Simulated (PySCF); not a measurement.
**Identify the compound**

Molecular formula: C3H11NOSi4. Simulated spectra:

¹H NMR (600 MHz, computed): δ 4.92 (m, 1H), 4.32 (m, 1H), 4.15 (m, 1H), 3.95 (m, 1H), 3.83 (m, 1H), 3.80 (s, 3H), 0.56 (d, 3H).

¹³C{¹H} NMR (computed): δ 124.6, 54.6, -6.5.

PySCF calculation with geometry from GFN2-xTB and shielding tensors at PBE0/pcSseg-1 (GIAO); one conformer, no relativistic terms, no solvent model, fast rotation and ring inversion assumed for equivalent nuclei.

References, each an isolated molecule treated in the same way: TMS for ¹H (31.72 ppm) and ¹³C (186.93 ppm).

Question: Which candidate is it?
A. CCO[Si]1(C#N)[SiH2][SiH2][SiH2]1
B. CO[Si]1(CC#N)[SiH2][SiH2][SiH2]1
C. CO[Si@@]1(C#N)[SiH2][SiH2][Si@H]1C

Answer: C. 

- The formula gives 3 degrees of unsaturation (1 ring in the answer).
- 3 carbon signals for 3 carbons: no two carbons are equivalent.
- Carbon types of the structure: 1 × C, 2 × CH3, leaving 5 H on heteroatoms.
- δC 124.6: nitrile carbon; C≡N carbons fall here, among the sp2 signals but without a proton.
- δC 54.6: methyl carbon bonded to O; the inductive effect lowers its shielding.
- δC -6.5: methyl carbon bonded to Si; an electropositive neighbour leaves it electron-rich and shielded.
- δH 3.80: hydrogen on a methyl carbon bonded to O; its carbon carries O, hence the downfield position.
- δH 0.56: hydrogen on a methyl carbon bonded to Si; an electropositive neighbour shields it, as in TMS itself.

The others: CO[Si]1(CC#N)[SiH2][SiH2][SiH2]1 would give 6 signals for carbon-bound and other non-exchanging H, not 7; CCO[Si]1(C#N)[SiH2][SiH2][SiH2]1 would give 6 signals for carbon-bound and other non-exchanging H, not 7.

Shifts are as computed. Against solution values, carbons near 30 ppm lie about +3 ppm off and those near 130 ppm about +5 ppm. Of 1309 compounds with measured shifts, 239 miss one by over three times the rms of a fit or turn the order of signals round; such compounds aren't used in these exercises. Multiplicities follow the n + 1 count of equivalent neighbours, as no J values were calculated; m marks all less simple cases, F and P coupling included.
